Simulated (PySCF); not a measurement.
Can point charges reproduce the dipole moment of `C#CC(=S)S[SiH2]OCC`?

Coordinates (GFN2-xTB, Å) and charges (e) from the PBE0/pcSseg-1 density (PySCF):

| atom | x | y | z | Mulliken | IAO | Hirshfeld | ESP-fitted |
| --- | --- | --- | --- | --- | --- | --- | --- |
| C1 | 5.151 | 0.195 | 0.120 | -0.2677 | -0.1674 | -0.0559 | -0.3433 |
| C2 | 4.025 | 0.137 | -0.301 | +0.5501 | -0.0208 | -0.0509 | +0.0620 |
| C3 | 2.730 | 0.055 | -0.825 | -0.6366 | -0.1879 | +0.0139 | +0.0498 |
| S4 | 2.484 | -0.275 | -2.422 | -0.0077 | -0.0687 | -0.0785 | -0.1797 |
| S5 | 1.437 | 0.310 | 0.289 | -0.0771 | -0.0457 | -0.0203 | -0.1531 |
| Si6 | -0.195 | 0.039 | -1.172 | +0.7856 | +0.9263 | +0.3489 | +0.6381 |
| O7 | -1.544 | 0.460 | -0.411 | -0.6251 | -0.6463 | -0.2195 | -0.5117 |
| C8 | -2.156 | 0.029 | 0.780 | +0.0273 | -0.0377 | +0.0154 | +0.4334 |
| C9 | -3.259 | 1.004 | 1.157 | -0.2772 | -0.4244 | -0.1203 | -0.3597 |
| H10 | 6.132 | 0.246 | 0.490 | +0.0617 | +0.2150 | +0.1074 | +0.3101 |
| H11 | -0.132 | -1.375 | -1.511 | -0.0559 | -0.1329 | -0.0780 | -0.1010 |
| H12 | -0.128 | 1.108 | -2.140 | -0.0535 | -0.1099 | -0.0733 | -0.0825 |
| H13 | -2.568 | -0.973 | 0.621 | +0.1121 | +0.1303 | +0.0401 | -0.0260 |
| H14 | -1.404 | -0.027 | 1.575 | +0.1106 | +0.1238 | +0.0340 | -0.0249 |
| H15 | -3.743 | 0.678 | 2.072 | +0.1106 | +0.1457 | +0.0478 | +0.0806 |
| H16 | -2.841 | 1.996 | 1.307 | +0.1211 | +0.1502 | +0.0445 | +0.1044 |
| H17 | -3.995 | 1.055 | 0.360 | +0.1216 | +0.1505 | +0.0448 | +0.1036 |

**Question.** Form Σ q r in debye for every column and set it beside the full dipole.

**Answer.** The full density gives (-0.65, -0.43, 2.06) D, 2.21 D in size; dipole vectors point from the negative to the positive end.

```tsv
scheme	μx	μy	μz	size (D)	share of the full size (%)	angle to the full dipole (°)
Mulliken	-3.22	-0.97	1.27	3.60	163	50
IAO	-0.70	-0.91	1.56	1.93	88	18
Hirshfeld	-0.03	-0.14	1.51	1.52	69	17
ESP-fitted	-0.63	-0.44	2.12	2.25	102	1
```

**Question.** Which set comes closest?

**Answer.** Length of the difference vector: ESP-fitted 0.06 D, IAO 0.69 D, Hirshfeld 0.88 D, Mulliken 2.74 D. Closest: ESP-fitted. The schemes that divide the density aren't constrained to reproduce the dipole.

**Question.** What is left for the Hirshfeld atoms' own dipoles?

**Answer.** The Hirshfeld atoms' densities add up to the full density, so μ = Σ q r + Σ (atomic dipoles). The atomic dipoles sum to (-0.65, -0.43, 2.06) − (-0.03, -0.14, 1.51) = (-0.62, -0.29, 0.55) D, 0.88 D in size.

**Question.** With the origin at the mean of the coordinates, (0.000, 0.274, -0.001) Å, which are the largest single terms, by size, of the ESP-fitted dipole along the direction of the full one?

**Answer.** C9 -3.28, Si6 -3.04, C8 +2.94, S4 +2.49, C1 +2.28 D; all 17 atoms together +2.25 D. The single terms depend on the origin, their sum doesn't.

**Question.** Give the size of the full dipole in other units.

**Answer.** 2.21 D = 0.868 au = 0.459 e·Å = 7.36 × 10⁻³⁰ C·m.

The structure is a single GFN2-xTB conformer in the gas phase; no vibrational or solvent corrections.

Conformer computed: `[CH:1]#[C:2][C:3](=[S:4])[S:5][SiH2:6][O:7][CH2:8][CH3:9]`: C2–C3–S5–Si6 180°, C3–S5–Si6–O7 -171°, S5–Si6–O7–C8 -56°, Si6–O7–C8–C9 167°.
